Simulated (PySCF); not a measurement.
## HMoN: from structure and modes to constants

All numbers come from PySCF, UPBE0, basis Mo def2-TZVP with ECP28, N def2-TZVP, H def2-TZVP (scalar-relativistic core potentials, no spin–orbit coupling, density fitting).

The triplet minimum has Cs symmetry. Masses (u): Mo 97.90541, N 14.00307, H 1.00782.

```xyz
3
charge 0 multiplicity 3, angstrom
Mo    0.1381    0.0000   -0.1417
N    -1.0724    0.0000    0.9272
H     1.4895    0.0000    0.9181
```

Harmonic wavenumbers (cm⁻¹): 576.5 (a', ×1), 1150.8 (a', ×1), 1820.3 (a', ×1).

(1) Find the principal moments of inertia and the rotational constants. What kind of rotor is it?

(2) What is the harmonic zero-point energy?

(3) Give the standard entropy (298.15 K, 1 bar) by its translational, rotational, vibrational and spin parts, and Cp.

Answers

(1) About the centre of mass I = 2.8236, 32.238, 35.061 u Å². With B = 16.8576/I this gives 5.97, 0.5229, 0.4808 cm⁻¹. The molecule is an asymmetric top with κ = -0.98.

(2) Half the sum of all 3 wavenumbers, 3548/2 = 1774 cm⁻¹, which is 21.2 kJ/mol (1 cm⁻¹ = 0.0119627 kJ/mol).

(3) Sackur–Tetrode with M = 112.92 u gives 167.8; rotation with symmetry number 1 gives 82.1; vibration 2.3; spin R ln 3 = 9.1. The total is 261.3 J/(mol K), and Cp = 4 R + 5.6 = 38.9 J/(mol K).

Only a few start shapes were tried, so a lower isomer may exist. Other spin states or occupations of the open shell can lie lower.
